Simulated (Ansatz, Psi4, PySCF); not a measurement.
H$_{4}$Ge, charge +1, doublet, geometry from GFN2-xTB (a state made from the parent by changing its charge; the spin is typed, not shown lowest). Base run: B97M-V/cc-pVTZ (PySCF).

Geometry (Å):
```xyz
5

Ge     0.0000     0.0000     0.0000
H     -0.6765    -0.6277    -1.2244
H      0.6496    -0.6138     1.2458
H     -1.2214     0.6589     0.6519
H      1.2482     0.5826    -0.6733
```
Charge +1, spin multiplicity 2.
Orbitals are unrestricted.
All else is at PySCF's defaults.

The same geometry, method and basis name were run in Ansatz (a program for electronic structure) and Psi4 and PySCF, at each program's defaults and at the settings that a row names. The base is PySCF at its defaults. Differences at the defaults can come from grids, fitting, cores and function types together.

| code and settings | ΔE vs base (µEh) | basis functions | E (Eh) | SCF cycles |
|---|---|---|---|---|
| PySCF, defaults (exact integrals, its default grid, spherical functions) | 0.0 | 99 | -2078.61521 | 8 |
| Psi4, defaults (density fitting with its default set, its default grid, spherical functions) | -81.6 | 99 | -2078.61530 | 8 |
| Ansatz, defaults (factorised integrals, its default grid, spherical functions) | 3.9 | 99 | -2078.61521 | - |
| PySCF, density fitting with def2-universal-jkfit | -41.2 | 99 | -2078.61526 | 8 |
| PySCF, fine grid | 2.4 | 99 | -2078.61521 | 10 |
| Psi4, exact integrals, spherical functions, fine grid | 2.3 | 99 | -2078.61521 | 11 |
| Ansatz, high accuracy | 2.6 | 99 | -2078.61521 | - |

Open shells are given as the SCF converged; they aren't shown to be the lowest states, and a large step between rows can be another state.
